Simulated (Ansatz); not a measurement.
Start from `C=[CH][Al]([Cl])[Cl]` and change one atom or group to get `[Cl][Al]([Cl])[Cl]`.

Ansatz, PBE0-D4/def2-TZVP geometries, multiplicity 1. Each molecule was computed in one conformer, which needn't be the lowest.

| property | `C=[CH][Al]([Cl])[Cl]` |
| --- | --- |
| ideal-gas entropy at 298 K and 1 bar (rigid rotor, harmonic PBE0-D4/def2-TZVP) / J/(mol·K) | 357 |
| HOMO energy (PBE/def2-TZVPP) / eV | -7.42 |
| size of the dipole moment (ωB97M-V/def2-TZVPP) / D | 2.11 |
| LUMO energy (ωB97M-V/def2-TZVPP) / eV | 0.26 |
| LUMO energy (PBE/def2-TZVPP) / eV | -2.49 |
| HOMO–LUMO gap (B3LYP/def2-TZVPP) / eV | 6.45 |

Problem. Give the same properties after the change, and the shifts. (An estimate is asked.)

Solution. The calculation gave: 
```json
{"property": "ideal-gas entropy at 298 K and 1 bar (rigid rotor, harmonic PBE0-D4/def2-TZVP) / J/(mol·K)", "`[Cl][Al]([Cl])[Cl]`": "314", "shift": "-43"}
{"property": "HOMO energy (PBE/def2-TZVPP) / eV", "`[Cl][Al]([Cl])[Cl]`": "-7.95", "shift": "-0.53"}
{"property": "size of the dipole moment (ωB97M-V/def2-TZVPP) / D", "`[Cl][Al]([Cl])[Cl]`": "0.00", "shift": "-2.11"}
{"property": "LUMO energy (ωB97M-V/def2-TZVPP) / eV", "`[Cl][Al]([Cl])[Cl]`": "0.50", "shift": "0.24"}
{"property": "LUMO energy (PBE/def2-TZVPP) / eV", "`[Cl][Al]([Cl])[Cl]`": "-2.11", "shift": "0.38"}
{"property": "HOMO–LUMO gap (B3LYP/def2-TZVPP) / eV", "`[Cl][Al]([Cl])[Cl]`": "7.55", "shift": "1.10"}
```

With PBE0 the HOMO falls by 0.85 eV and the LUMO rises by 0.36 eV, so the gap widens by about 1.21 eV. PBE moves the HOMO by -0.53 eV and ωB97M-V by -0.85 eV. The zero-point energy changes by -106.5 kJ/mol with -12 modes.

B3LYP here is the variant with VWN-RPA as its local correlation; programs differ in this.
